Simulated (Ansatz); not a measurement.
Program: Ansatz. Geometries: PBE0-D4/def2-TZVP. ΔE: electronic, gas phase. CCSD(T)/CBS adds triple-zeta CCSD(T) − MP2 to the extrapolated MP2 energy (def2 sets, frozen cores). Functionals use def2-TZVPP. For Ge, Se outer-core shells are correlated without core-valence functions, which leaves a few kJ/mol of doubt a bond. Scalar relativity is left out up to krypton. One conformer a species, not always the lowest.

Consider the ligand exchange at the Si–S bond: `N[SiH2][S][GeH3]` + `[SiH3][SeH]` → `N[SiH2][Se][SiH3]` + `[SH][GeH3]`.

`N[SiH2][S][GeH3]`:

Cartesian coordinates in Å:
```
N 1.201 2.267 0.174
Si 0.205 0.896 0.396
S -0.046 -0.256 -1.399
Ge -0.869 -2.082 -0.435
H 2.173 2.155 -0.068
H 0.816 3.097 -0.247
H 0.813 0.005 1.418
H -1.118 1.381 0.858
H -1.902 -1.681 0.632
H -1.536 -2.896 -1.549
H 0.263 -2.887 0.221
```

`[SiH3][SeH]`:

Z-matrix (Å, degrees):
```
Si
Se 1 2.279
H 1 1.484 2 111.4
H 1 1.484 2 111.5 3 -122.1
H 1 1.483 2 104.9 3 119.0
H 2 1.469 1 93.0 3 60.4
```

`N[SiH2][Se][SiH3]`:

Cartesian coordinates in Å:
```
N 0.092 0.183 2.049
Si -0.320 1.166 0.712
Se 1.019 1.036 -1.151
Si 0.200 -0.984 -1.790
H -0.141 -0.797 2.029
H 0.968 0.330 2.527
H -1.696 0.785 0.309
H -0.216 2.588 1.113
H 1.135 -1.552 -2.791
H -1.154 -0.854 -2.385
H 0.112 -1.902 -0.622
```

`[SH][GeH3]`:

```xyz
6

S     1.022    0.423   -1.319
Ge   -0.155    0.055    0.532
H     0.329   -0.453   -2.064
H    -0.036   -1.416    0.958
H    -1.632    0.416    0.309
H     0.472    0.975    1.584
```

Is it downhill or uphill in electronic energy at CCSD(T)/CBS, and by how much? (Estimate.)

Computed: Downhill: ΔE = -4.2 kJ/mol.

What do these levels give: r2SCAN-D4, ωB97M-V, PBE0, HF/def2-QZVPP, SCS-MP2/def2-QZVPP, CCSD/CBS(def2)? (Estimate.)

Ansatz gave: r2SCAN-D4 -4.6, ωB97M-V -4.3, PBE0 -4.9, HF/def2-QZVPP -2.3, SCS-MP2/def2-QZVPP -3.6, CCSD/CBS(def2) -4.1 kJ/mol.

Largest T1 diagnostic among the species: 0.011.
